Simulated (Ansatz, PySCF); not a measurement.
Potential energy curve for C₂, singlet.

Levels: RHF/def2-SVP (Ansatz, a first-principles code); RMP2/6-31G* = restricted MP2 (frozen core)/6-31G*, spherical d (PySCF 2.14.0); RKS-B3LYP/6-31G* = restricted B3LYP/6-31G*, spherical d (PySCF 2.14.0); FCI = Ansatz with full CI/def2-SVP, frozen core.

Energies relative to the lowest point of each curve near equilibrium, in eV:

| R / Å | RHF | RMP2/6-31G* | RKS-B3LYP/6-31G* |
|---|---|---|---|
| 0.92 | 10.492 | 10.074 | 9.371 |
| 1.00 | 5.711 | 4.968 | 4.511 |
| 1.11 | 2.431 | 1.345 | 1.146 |
| 1.22 | 0.736 | 0.092 | 0.054 |
| 1.25 | 0.419 | 0.009 | 0.001 |
| 1.35 | 0.000 | 0.237 | 0.286 |
| 1.36 | 0.000 | 0.291 | 0.343 |
| 1.54 | 0.772 | 1.733 | 1.805 |
| 1.70 | 2.067 | 3.162 | 3.290 |
| 1.87 | 3.572 | 4.366 | 4.697 |
| 2.03 | 4.930 | 5.087 | 5.782 |
| 3.05 | 6.719 | 2.690 | 9.061 |

**Question.** What does FCI give at the same points?

**Answer.** 0.92: 9.535; 1.00: 4.637; 1.11: 1.217; 1.22: 0.073; 1.25: 0.005; 1.35: 0.248; 1.36: 0.302; 1.54: 1.683; 1.70: 2.901; 1.87: 3.795; 2.03: 4.521; 3.05: 6.069 (eV).

The scan ran from 0.92 to 4.98 Å; beyond the distances shown full CI changes its symmetry label. The restricted form behind RHF, RMP2/6-31G*, RKS-B3LYP/6-31G* keeps the bonding electrons paired and can't separate into open-shell fragments. Also computed but left out beside FCI, since their determinant holds another spin at the minimum (<S²> over 0.7 above the pure value): UHF, UCCSD, UCCSD(T), UCCSDT, UCCSDT(Q), UKS-B3LYP, UKS-PBE, UKS-B3LYP/6-31G*, UMP2/6-31G*, UKS-B3LYP/3-21G, UHF/6-31G*.
